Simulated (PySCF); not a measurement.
B(H)(OH)(SH) (BH₃OS), SMILES OBS. Atoms are numbered in the order given.

```xyz
6

B     -0.5666    -0.5903     0.0000
H     -1.7473    -0.7336     0.0000
O      0.2071    -1.7066     0.0000
H      1.1586    -1.5457     0.0000
S      0.0259     1.1248     0.0000
H      1.3504     0.8866     0.0000
```
Charge 0, spin multiplicity 1.

Coordinates come from a TPSSh-D3(BJ)/def2-TZVP optimisation. One conformer was computed; it need not be the lowest.

Method: ωB97X/def2-TZVPD (PySCF).

Mulliken values depend strongly on the basis, most of all with diffuse functions as here. ESP charges are fitted to the potential on shells at 1.4 to 2.0 van der Waals radii. Atomic charges (e):

```json
[
 {"atom": "B1", "ESP fit": "0.19", "Mulliken": "0.40"},
 {"atom": "H2", "ESP fit": "0.03", "Mulliken": "-0.05"},
 {"atom": "O3", "ESP fit": "-0.53", "Mulliken": "-0.38"},
 {"atom": "H4", "ESP fit": "0.41", "Mulliken": "0.28"},
 {"atom": "S5", "ESP fit": "-0.27", "Mulliken": "-0.35"},
 {"atom": "H6", "ESP fit": "0.17", "Mulliken": "0.11"}
]
```
